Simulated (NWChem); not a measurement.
System: MgNH$_{2}$Cl; SMILES [NH2][Mg][Cl]

```xyz
5

Mg     0.0000     0.0000    -0.5110
Cl     0.0000     0.0000     1.6979
N      0.0000     0.0000    -2.3930
H      0.0000     0.8195    -2.9903
H      0.0000    -0.8195    -2.9903
```
Atoms are numbered in this order, from 1.

All runs: NWChem. Pople sets run with spherical d functions. All runs use the structure optimised with B3LYP/6-31G* (spherical d). Ions are spin-unrestricted doublets at the neutral geometry; other ion states weren't tried.

```tsv
level	vertical ionisation energy, ΔSCF (eV)	−ε(HOMO) (eV)	ΔSCF minus −ε(HOMO) (eV)
B3LYP/6-31+G*	9.17	6.42	2.75
PBE/6-31+G*	8.96	5.31	3.65
M06-2X/6-31+G*	9.30	8.05	1.25
CAM-B3LYP/6-31+G*	9.26	8.12	1.14
LDA (Slater exchange, VWN5)/6-31+G*	9.21	5.48	3.73
```
